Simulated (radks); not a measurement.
Polarisability of the neon ion Ne2+, [He] 2s2 2p4, at imaginary frequency. Calculated with a radial shooting solver on a logarithmic mesh with Libxc functionals: scalar-relativistic Kohn-Sham, LDA (Slater exchange, VWN5 correlation), spin-polarised, spherical densities, finite nucleus; open shells are filled with parallel spins first; Fermi nuclear charge, rms radius 3.0055 fm. Response by self-consistent Sternheimer equations with the Hartree and adiabatic LDA kernel, the relativistic mass of each level held fixed and spin-orbit coupling left out.

| w (hartree) | alpha1(iw) (bohr^3) |
|---|---|
| 0.00266 | 0.8723 |
| 0.0143 | 0.8722 |
| 0.0360 | 0.8718 |
| 0.0697 | 0.8704 |
| 0.118 | 0.8669 |
| 0.186 | 0.8590 |
| 0.280 | 0.8432 |
| 0.413 | 0.8134 |
| 0.605 | 0.7614 |
| 0.892 | 0.6784 |
| 1.35 | 0.5584 |
| 2.12 | 0.4024 |
| 3.59 | 0.2315 |
| 6.94 | 0.09156 |
| 17.5 | 0.01889 |

Static values: alpha1 = 0.8723 bohr^3 (0.1293 angstrom^3; uncoupled 1.085). C6 = 1.108, triple-dipole C9 = 0.6773 atomic units. One-pole (London) frequency 4 C6 / (3 alpha1^2) = 1.941 hartree, against 1.918 for minus the highest occupied eigenvalue.
